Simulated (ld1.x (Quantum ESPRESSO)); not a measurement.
## Pseudopotential generation for Zn (Z = 30): RRKJ, PBE, scalar-relativistic.

Input for ld1.x (Quantum ESPRESSO) 7.5:

```
&input
   title='Zn', zed=30., rel=1, dft='PBE', iswitch=3,
   config='[Ar] 3d10 4s1 4p0',
   nld=3, rlderiv=2.25, eminld=-3.0, emaxld=5.0, deld=0.02
 /
 &inputp
   pseudotype=2, tm=.false., lloc=0,
   nlcc=.true., new_core_ps=.true., rcore=0.45,
   file_pseudopw='Zn.UPF', file_wfcaegen='ae.wfc', file_wfcncgen='nc.wfc', file_beta='beta', file_chi='chi'
 /
3
4P  2  1   0.00   0.00  1.90  1.90  0.0
3D  3  2  10.00   0.00  0.75  0.75  0.0
4S  1  0   1.00   0.00  2.05  2.05  0.0
 &test
   configts(1)='3d10 4s1 4p0'
 /
```

Command:

```bash
ld1.x < Zn.in > Zn.out
```

The program printed (shortened: banner, matrices, multipoles, cross overlaps and the repeated all-electron block are left out):

```
Program LD1 v.7.5
     --------------------------- All-electron run ----------------------------

     Zn
     scalar relativistic calculation

     atomic number is 30.00
     dft =PBE   lsd =0 sic =0 latt =0  beta=0.20 tr2=1.0E-14
     Exchange-correlation= PBE
                           (   1   4   3   4   0   0   0)
     mesh =1201 r(mesh) =  99.36527 a.u. xmin = -7.00 dx = 0.01250
     1 Ry =  13.60569312 eV, c = 137.03599908

     n l     nl                  e(Ry)          e(Ha)          e(eV)
     1 0     1S 1( 2.00)      -700.8427      -350.4213     -9535.4506
     2 0     2S 1( 2.00)       -85.8347       -42.9173     -1167.8400
     2 1     2P 1( 6.00)       -74.4948       -37.2474     -1013.5532
     3 0     3S 1( 2.00)       -10.2090        -5.1045      -138.8999
     3 1     3P 1( 6.00)        -6.8416        -3.4208       -93.0845
     3 2     3D 1(10.00)        -1.4523        -0.7262       -19.7601
     4 0     4S 1( 1.00)        -1.0288        -0.5144       -13.9976
     4 1     4P 1( 0.00)        -0.5716        -0.2858        -7.7776

     final scf error:  7.8E-15 reached in  33 iterations

     Etot =   -3591.314101 Ry,   -1795.657050 Ha,  -48862.317563 eV

     Ekin =    3648.525534 Ry,    1824.262767 Ha,   49640.718766 eV
     Encl =   -8633.944473 Ry,   -4316.972237 Ha, -117470.798947 eV
     Eh   =    1536.713277 Ry,     768.356639 Ha,   20908.049269 eV
     Exc  =    -142.608439 Ry,     -71.304219 Ha,   -1940.286651 eV

     normalization and overlap integrals

     s(1S/1S) =  1.000000  <r> =   0.0503  <r2> =    0.0034  r(max) =   0.0329
     s(2S/2S) =  1.000000  <r> =   0.2262  <r2> =    0.0604  r(max) =   0.1894
     s(2P/2P) =  1.000000  <r> =   0.1983  <r2> =    0.0482  r(max) =   0.1513
     s(3S/3S) =  1.000000  <r> =   0.6813  <r2> =    0.5366  r(max) =   0.5908
     s(3P/3P) =  1.000000  <r> =   0.7137  <r2> =    0.6021  r(max) =   0.5908
     s(3D/3D) =  1.000000  <r> =   0.8969  <r2> =    1.0766  r(max) =   0.5691
     s(4S/4S) =  1.000000  <r> =   2.4011  <r2> =    6.6447  r(max) =   1.9864
     s(4P/4P) =  1.000000  <r> =   3.1548  <r2> =   11.5875  r(max) =   2.5505

     ------------------------ End of All-electron run ------------------------

     --------------------- Generating NC pseudopotential ---------------------

      Generating local pot.: lloc=0, matching radius rcloc =   2.0500

      Computing core charge for nlcc:

       r > 0.45 : true rho core
      Core charge pseudized with two Bessel functions
      Integrated core pseudo-charge :   9.65

      Wfc   4P  rcut= 1.913  Estimated cut-off energy=       46.46 Ry
      This function has    0 nodes for 0 < r <    1.913

      Wfc   3D  rcut= 0.759  Estimated cut-off energy=      402.31 Ry
      This function has    0 nodes for 0 < r <    0.759

     ------------------- End of pseudopotential generation -------------------

     Computing logarithmic derivative in   2.23686
     Computing logarithmic derivative in   2.23686
     Computing the partial wave expansion
       no projector for channel:   0
     R is outside the sphere for l=    1 j= 0.00
     R is outside the sphere for l=    2 j= 0.00

     ---------------------- Testing the pseudopotential ----------------------

     Zn
     scalar relativistic calculation

     atomic number is 30.00   valence charge is 12.00
     dft =PBE   lsd =0 sic =0 latt =0  beta=0.20 tr2=1.0E-14
     mesh =1201 r(mesh) =  99.36527 xmin = -7.00 dx = 0.01250

     n l     nl             e AE (Ry)        e PS (Ry)    De AE-PS (Ry)
     3 2     3D   1(10.00)       -1.45234       -1.45234        0.00000
     1 0     4S   1( 1.00)       -1.02881       -1.02881        0.00000
     2 1     4P   1( 0.00)       -0.57164       -0.57164       -0.00000

     eps = 6.2E-15  iter =  9

     Etot =   -3591.314101 Ry,   -1795.657050 Ha,  -48862.317563 eV
     Etotps =  -148.727981 Ry,     -74.363991 Ha,   -2023.547270 eV

     Ekin =     203.335437 Ry,     101.667718 Ha,    2766.519557 eV
     Encl =    -189.253035 Ry,     -94.626517 Ha,   -2574.918716 eV
     Ehrt =     114.033781 Ry,      57.016891 Ha,    1551.508636 eV
     Ecxc =     -48.078827 Ry,     -24.039413 Ha,    -654.145763 eV
     (Ecc =     -21.815522 Ry,     -10.907761 Ha,    -296.815297 eV)
     Epseu=    -228.765338 Ry,    -114.382669 Ha,   -3112.510983 eV

     ---------------------- End of pseudopotential test ----------------------
```

Generation and configuration tests took about 2.4 s on one core of a shared server CPU.

Transferability test of the new file with ld1.x, input:

```
&input
   title='Zn', zed=30., rel=1, dft='PBE', iswitch=2,
   config='[Ar] 3d10 4s1 4p0'
 /
 &test
   file_pseudo='Zn.UPF', nconf=8,
   configts(1)='3d10 4s1 4p0',
   configts(2)='3d10 4s2 4p0',
   configts(3)='3d10 4s0 4p0',
   configts(4)='3d9 4s0 4p0',
   configts(5)='3d10 4s0 4p1',
   configts(6)='3d10 4s1 4p1',
   configts(7)='3d9 4s2 4p0',
   configts(8)='3d10 4s1.5 4p0'
 /
```

```bash
ld1.x < Zn.test.in > Zn.test.out
```

Pseudopotential blocks of its output, shortened (energy terms left out):

```
     ---------------------- Testing the pseudopotential ----------------------

     n l     nl             e AE (Ry)        e PS (Ry)    De AE-PS (Ry)
     3 2     3D   1(10.00)       -1.45234       -1.45234        0.00000
     1 0     4S   1( 1.00)       -1.02881       -1.02881        0.00000
     2 1     4P   1( 0.00)       -0.57164       -0.57164       -0.00000

     eps = 5.7E-15  iter = 15

     Etot =   -3591.314101 Ry,   -1795.657050 Ha,  -48862.317563 eV
     Etotps =  -148.727983 Ry,     -74.363991 Ha,   -2023.547289 eV

     ---------------------- End of pseudopotential test ----------------------

          ---------------------- Testing the pseudopotential ----------------------

     n l     nl             e AE (Ry)        e PS (Ry)    De AE-PS (Ry)
     3 2     3D   1(10.00)       -0.74529       -0.75130        0.00601  !
     1 0     4S   1( 2.00)       -0.43941       -0.43861       -0.00080
     2 1     4P   1( 0.00)       -0.08200       -0.08182       -0.00018

     eps = 5.3E-15  iter = 14

     Etot =   -3592.040867 Ry,   -1796.020433 Ha,  -48872.205716 eV
     Etotps =  -149.454268 Ry,     -74.727134 Ha,   -2033.428905 eV
     dEtot_ae =      -0.726766 Ry
     dEtot_ps =      -0.726285 Ry,   Delta E=      -0.000480 Ry

     ---------------------- End of pseudopotential test ----------------------

          ---------------------- Testing the pseudopotential ----------------------

     n l     nl             e AE (Ry)        e PS (Ry)    De AE-PS (Ry)
     3 2     3D   1(10.00)       -2.26787       -2.26259       -0.00528  !
     1 0     4S   1( 0.00)       -1.69262       -1.69599        0.00338
     2 1     4P   1( 0.00)       -1.15083       -1.15325        0.00242

     eps = 1.8E-16  iter = 14

     Etot =   -3589.958585 Ry,   -1794.979293 Ha,  -48843.874834 eV
     Etotps =  -147.370934 Ry,     -73.685467 Ha,   -2005.083707 eV
     dEtot_ae =       1.355516 Ry
     dEtot_ps =       1.357048 Ry,   Delta E=      -0.001533 Ry

     ---------------------- End of pseudopotential test ----------------------

          ---------------------- Testing the pseudopotential ----------------------

     n l     nl             e AE (Ry)        e PS (Ry)    De AE-PS (Ry)
     3 2     3D   1( 9.00)       -3.72772       -3.81472        0.08700  !
     1 0     4S   1( 0.00)       -2.61361       -2.62004        0.00643  !
     2 1     4P   1( 0.00)       -1.95828       -1.95356       -0.00472

     eps = 5.6E-15  iter = 10

     Etot =   -3586.979404 Ry,   -1793.489702 Ha,  -48803.341013 eV
     Etotps =  -144.355547 Ry,     -72.177774 Ha,   -1964.057280 eV
     dEtot_ae =       4.334696 Ry
     dEtot_ps =       4.372435 Ry,   Delta E=      -0.037739 Ry

     ---------------------- End of pseudopotential test ----------------------

          ---------------------- Testing the pseudopotential ----------------------

     n l     nl             e AE (Ry)        e PS (Ry)    De AE-PS (Ry)
     3 2     3D   1(10.00)       -1.58374       -1.58421        0.00048
     1 0     4S   1( 0.00)       -1.11084       -1.11174        0.00090
     2 1     4P   1( 1.00)       -0.63824       -0.63855        0.00031

     eps = 7.7E-15  iter = 17

     Etot =   -3590.849298 Ry,   -1795.424649 Ha,  -48855.993599 eV
     Etotps =  -148.262861 Ry,     -74.131430 Ha,   -2017.218987 eV
     dEtot_ae =       0.464803 Ry
     dEtot_ps =       0.465122 Ry,   Delta E=      -0.000319 Ry

     ---------------------- End of pseudopotential test ----------------------

          ---------------------- Testing the pseudopotential ----------------------

     n l     nl             e AE (Ry)        e PS (Ry)    De AE-PS (Ry)
     3 2     3D   1(10.00)       -0.90727       -0.91155        0.00428
     1 0     4S   1( 1.00)       -0.54398       -0.54368       -0.00030
     2 1     4P   1( 1.00)       -0.15440       -0.15428       -0.00012

     eps = 9.4E-15  iter = 15

     Etot =   -3591.667036 Ry,   -1795.833518 Ha,  -48867.119495 eV
     Etotps =  -149.080811 Ry,     -74.540405 Ha,   -2028.347762 eV
     dEtot_ae =      -0.352935 Ry
     dEtot_ps =      -0.352828 Ry,   Delta E=      -0.000107 Ry

     ---------------------- End of pseudopotential test ----------------------

          ---------------------- Testing the pseudopotential ----------------------

     n l     nl             e AE (Ry)        e PS (Ry)    De AE-PS (Ry)
     3 2     3D   1( 9.00)       -1.93404       -2.01536        0.08132  !
     1 0     4S   1( 2.00)       -1.16804       -1.16267       -0.00537  !
     2 1     4P   1( 0.00)       -0.65977       -0.65275       -0.00702  !

     eps = 9.2E-15  iter = 18

     Etot =   -3590.725187 Ry,   -1795.362593 Ha,  -48854.304978 eV
     Etotps =  -148.098782 Ry,     -74.049391 Ha,   -2014.986581 eV
     dEtot_ae =       0.588914 Ry
     dEtot_ps =       0.629200 Ry,   Delta E=      -0.040286 Ry

     ---------------------- End of pseudopotential test ----------------------

          ---------------------- Testing the pseudopotential ----------------------

     n l     nl             e AE (Ry)        e PS (Ry)    De AE-PS (Ry)
     3 2     3D   1(10.00)       -1.08333       -1.08644        0.00311
     1 0     4S   1( 1.50)       -0.72323       -0.72260       -0.00063
     2 1     4P   1( 0.00)       -0.31180       -0.31151       -0.00028

     eps = 5.3E-15  iter = 17

     Etot =   -3591.751244 Ry,   -1795.875622 Ha,  -48868.265197 eV
     Etotps =  -149.164990 Ry,     -74.582495 Ha,   -2029.493085 eV
     dEtot_ae =      -0.437143 Ry
     dEtot_ps =      -0.437008 Ry,   Delta E=      -0.000135 Ry

     ---------------------- End of pseudopotential test ----------------------
```
